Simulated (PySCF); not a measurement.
Al(F)(OH)2(NH3), H5AlFNO2, singlet at its CAM-B3LYP/def2-SVP optimised geometry (Å):

```
10

Al    -0.7020    -0.8543     0.0000
F     -1.0565    -1.6429     1.4406
O     -0.9961    -1.7618    -1.4263
H     -1.7056    -2.3963    -1.5367
O     -0.8543     0.8555     0.0000
H     -1.6786     1.3433    -0.0174
N      1.2934    -0.8543     0.0000
H      1.5979     0.1211    -0.0294
H      1.6345    -1.3433    -0.8295
H      1.6786    -1.3016     0.8331
```

Calculation: CAM-B3LYP/def2-TZVP (PySCF 2.14.0). Cells within 0.4 Å of a nucleus heavier than hydrogen are left out (blank, or x).

Map of the electron localisation function on the plane z = 1.5 Å:

```
|00000000000000000000000000000|
|00000000000000000000000000000|
|00000000000000000000000000000|
|00000000000000000000000000000|
|00000000000000000000000000000|
|00000000000000000000000000000|
|00000000000000000000000000000|
|00000000000011000000000000000|
|00000000001222100000000000000|
|00000000012333210000000000000|
|00000000012444310000000000000|
|00000000123443200000000000000|
|00000000012222100000000000000|
|00000000000000000000000000000|
|00000000000000000000000000000|
|00000000000000000000100000000|
|00000001234431000013442100000|
|00000013577764100037887410000|
|00000135789886300059999620000|
|0000014689xx97400059999720000|
|000001468xxx98510038999610000|
|0000013689x997410015887300000|
|00000125788886310002453000000|
|00000013567764200000000000000|
|00000001234432100000000000000|
|00000000111111000000000000000|
|00000000000000000000000000000|
|00000000000000000000000000000|
|00000000000000000000000000000|
```
Scale: ten equal steps from 0.000 (start of '0') to 0.937 (end of '9'), in the order '0123456789'; x runs from -4.00 to 4.00, y from -4.00 (bottom) to 4.00 (top).
